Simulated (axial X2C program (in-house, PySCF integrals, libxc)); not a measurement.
Outer orbitals of NbO⁺ at 1.634 Å, PBE0

Computed with an in-house relativistic program for diatomic molecules. Spin-free means the one-electron spin-free X2C Hamiltonian; two-component (2c) means X2C with spin–orbit coupling and atomic mean-field two-electron Coulomb and Gaunt terms, so the difference of the two also holds small scalar two-electron terms. Basis: Nb dyall-cv3z [11s12p9d5f3g], O dyall-av3z [7s6p3d2f] (cores contracted in-house); Gaussian nuclei, density fitting, unrestricted open shells. Masses: Nb 92.906 u, O 15.995 u.

The distance is close to the 2c PBE0 minimum; the highest filled and lowest empty levels are listed.

Spin-free orbitals, state M_S = 1, Λ = 0 (beyond evenly filled blocks: δ+α, δ-α) (Löwdin shares):

```json
{"symmetry": "σβ", "occupied": "yes", "ε (eV)": "-30.93", "atomic character": "64% O s, 14% Nb d, 11% Nb p"}
{"symmetry": "σα", "occupied": "yes", "ε (eV)": "-30.62", "atomic character": "63% O s, 14% Nb d, 10% Nb p"}
{"symmetry": "π+β", "occupied": "yes", "ε (eV)": "-16.50", "atomic character": "70% O p, 22% Nb d, 4% Nb f"}
{"symmetry": "π-β", "occupied": "yes", "ε (eV)": "-16.50", "atomic character": "70% O p, 22% Nb d, 4% Nb f"}
{"symmetry": "σβ", "occupied": "yes", "ε (eV)": "-16.38", "atomic character": "66% O p, 23% Nb d, 4% O s"}
{"symmetry": "π-α", "occupied": "yes", "ε (eV)": "-16.37", "atomic character": "64% O p, 29% Nb d, 3% Nb f"}
{"symmetry": "π+α", "occupied": "yes", "ε (eV)": "-16.37", "atomic character": "64% O p, 29% Nb d, 3% Nb f"}
{"symmetry": "σα", "occupied": "yes", "ε (eV)": "-16.35", "atomic character": "61% O p, 28% Nb d, 5% O s"}
{"symmetry": "δ+α", "occupied": "yes", "ε (eV)": "-12.20", "atomic character": "98% Nb d"}
{"symmetry": "δ-α", "occupied": "yes", "ε (eV)": "-12.20", "atomic character": "98% Nb d"}
{"symmetry": "σα", "occupied": "no", "ε (eV)": "-9.21", "atomic character": "60% Nb s, 14% O p, 12% Nb d"}
{"symmetry": "σβ", "occupied": "no", "ε (eV)": "-7.94", "atomic character": "64% Nb s, 10% O p, 9% Nb p"}
{"symmetry": "π-α", "occupied": "no", "ε (eV)": "-7.60", "atomic character": "54% Nb d, 21% Nb p, 16% O p"}
{"symmetry": "π+α", "occupied": "no", "ε (eV)": "-7.60", "atomic character": "54% Nb d, 21% Nb p, 16% O p"}
```

Spinors with spin–orbit coupling (state Ω = 1):

```tsv
ω	occupied	ε (eV)	atomic character	λ mixture
-1/2	yes	-30.93	63% O s, 14% Nb d, 11% Nb p	100% σ
1/2	yes	-30.62	63% O s, 14% Nb d, 11% Nb p	100% σ
1/2	yes	-16.52	70% O p, 22% Nb d, 4% Nb f	99% π, 1% σ
-3/2	yes	-16.48	70% O p, 22% Nb d, 4% Nb f	100% π
-1/2	yes	-16.41	64% O p, 27% Nb d, 2% Nb f	69% π, 31% σ
-1/2	yes	-16.37	66% O p, 25% Nb d, 3% Nb p	69% σ, 31% π
3/2	yes	-16.36	64% O p, 29% Nb d, 3% Nb f	100% π
1/2	yes	-16.36	61% O p, 28% Nb d, 4% O s	99% σ, 1% π
-3/2	yes	-12.27	98% Nb d	100% δ
5/2	yes	-12.14	98% Nb d	100% δ
1/2	no	-9.21	60% Nb s, 14% O p, 12% Nb d	100% σ
-1/2	no	-7.94	64% Nb s, 10% O p, 9% Nb p	100% σ
-1/2	no	-7.64	54% Nb d, 22% Nb p, 16% O p	100% π
3/2	no	-7.56	56% Nb d, 20% Nb p, 16% O p	96% π, 4% δ
```

How does the gap between the highest filled and lowest empty level change from the spin-free to the 2c table?

From 2.99 to 2.93 eV at PBE0, a change of -0.06 eV.

Mulliken charges and populations of the two-component result (they depend on the basis, above all on diffuse functions):

Nb 1.37 e (s 7.99 p 17.98 d 13.58 f 0.07 g 0.02), O -0.37 e (s 3.93 p 4.37 d 0.05 f 0.01). ⟨Lz⟩ = 0.00 ħ and ⟨Sz⟩ = 1.00 ħ (1.10 and -0.10 on the two atoms), which add up to Ω.

The state is one determinant whose occupation by symmetry is held fixed; it was picked as the lowest of a PBE0 search that is not exhaustive. Density functionals use the spin component along the axis (collinear). PBE0 can misorder states that lie within some tenths of an eV, so this need not be the ground state of the molecule. The nearest other spin-free determinant of the search, M_S = 0, Λ = 4, lies 0.94 eV up at the distance of the search. With several unpaired electrons one determinant need not be a pure state. Open-shell Ω = 0 determinants with evenly filled partner blocks cannot be reached by this program, so the Ω shown need not be the lowest component. The determinant is spin-polarised beyond a pure state at some levels (its spin-free form has ⟨S²⟩ too high), which makes Re and μ there less reliable.
